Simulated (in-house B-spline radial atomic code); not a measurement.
Solving the quasi-particle equation for 3s up of Al2+

Configuration [Ne] 3s1, highest spin, start r2SCAN; correlation leaves out the 2 deepest shells, empty levels kept to 1800 hartree. Computed with an all-electron radial atomic-structure program (B-spline basis): all electrons, non-relativistic, point nucleus, each spin shell either full or empty, empty states to l = 9 with an (l + 1/2)⁻⁴ tail; G0W0 by contour deformation at full frequency.

RPA overbinds a lone outer s electron by self-correlation, and G0W0 tends to as well.

At the mean-field level ε = -24.65 eV the matrix elements are Σx = -13.32 eV, v_xc = -9.877 eV and Σc(ε) = -1.352 eV, and the slope of the correlation self-energy is dΣc/dω = -0.0636. The quasi-particle energy solves E = ε + Σx − v_xc + Σc(E).

Q: What does the linearised equation give?

A: Z = 1/(1 − dΣc/dω) = 1/1.0636 = 0.9402. The first-order shift is Σx − v_xc + Σc(ε) = -13.32 − (-9.877) + (-1.352) = -4.795 eV, so E ≈ ε + Z × shift = -24.65 + 0.9402 × (-4.795) = -29.158 eV.

Q: How does that compare with the full solution and with static screening?

A: Solving the equation at full frequency dependence gives E = -29.195 eV, where Σc = -1.102 eV and the weight is 0.953; the linearised value is off by 37 meV. Leaving Z out would give -29.445 eV. Static COHSEX puts -2.590 eV in place of Σc and gives -30.683 eV, 1.49 eV deeper. The tabulated removal energy is 28.448 eV (NIST, measured); the run leaves out relativity, Breit and QED terms.
